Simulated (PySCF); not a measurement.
Computed shifts of a molecule C₅H₆Se, PBE0/pcSseg-1 (PySCF), GIAO, gas phase, equivalent atoms averaged, in ppm (number of nuclei): ¹³C: 88.2 (1), 76.4 (1), 21.3 (1), 18.6 (1), 12.6 (1). ¹H: 3.06 (1), 2.19 (1), 2.11 (1), 1.79 (1), 1.42 (1), 1.01 (1). References: ¹³C against TMS (σ = 186.3 ppm); ⁷⁷Se against Me2Se (σ = 1740.1 ppm); ¹H against TMS (σ = 31.56 ppm), references at their B3LYP-D3(BJ)/def2-TZVP geometries, non-relativistic. Geometry: PBE0-D3(BJ)/def2-SVP. The values are those of a single conformer.

Problem. Which molecule gave these data?
(A) Cc1cc[se]c1
(B) C#C/C=C\C[SeH]
(C) C#C[C@H]1C[C@H]1[SeH]
(D) C=C1C=CC[Se]1

Solution. C, C#C[C@H]1C[C@H]1[SeH]
